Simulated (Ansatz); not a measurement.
Ansatz (an electronic-structure program) input:

Ansatz 0.2 input:
```yaml
crystal:
  periodic: [false, false, false]
  atoms:
    - {symbol: C, position_ang: [-0.69633073, 1.57674461, -0.56015698]}
    - {symbol: C, position_ang: [-0.81391545, 0.23704655, 0.06886262]}
    - {symbol: C, position_ang: [-1.32022885, -0.86545652, -0.79621905]}
    - {symbol: Si, position_ang: [1.12592324, -0.26945244, 0.68299941]}
    - {symbol: O, position_ang: [1.93156454, -0.21847893, -0.69232548]}
    - {symbol: O, position_ang: [1.33397998, 0.99860298, 1.61381351]}
    - {symbol: O, position_ang: [0.97941862, -1.63165593, 1.49973238]}
    - {symbol: H, position_ang: [-0.23059133, 1.53213955, -1.54201413]}
    - {symbol: H, position_ang: [-0.16499442, 2.28289054, 0.07346988]}
    - {symbol: H, position_ang: [-1.70433670, 1.98819269, -0.69319618]}
    - {symbol: H, position_ang: [-1.27794852, 0.26127771, 1.05433726]}
    - {symbol: H, position_ang: [-2.37234817, -0.66051707, -1.02516425]}
    - {symbol: H, position_ang: [-0.79846816, -0.91614856, -1.75009153]}
    - {symbol: H, position_ang: [-1.29657099, -1.83340176, -0.30146419]}
    - {symbol: H, position_ang: [2.32456664, -0.91965039, -1.20905558]}
    - {symbol: H, position_ang: [1.98899142, 1.08613686, 2.30772621]}
    - {symbol: H, position_ang: [1.02370994, -2.54201057, 1.21361370]}
basis:
  gaussian:
    orbitals: def2-TZVP
hamiltonian:
  xc: b3lyp
  dispersion: d3bj
total_charge: 1
magnetization: {spin_polarized: true, initial_magnetization: 1}
relax: {f_tol: 0.002, max_steps: 150}
```

Q: Predict the final energy.

A: -635.55745 Eh (B3LYP-D3(BJ)/def2-TZVP). The basis has 283 functions.
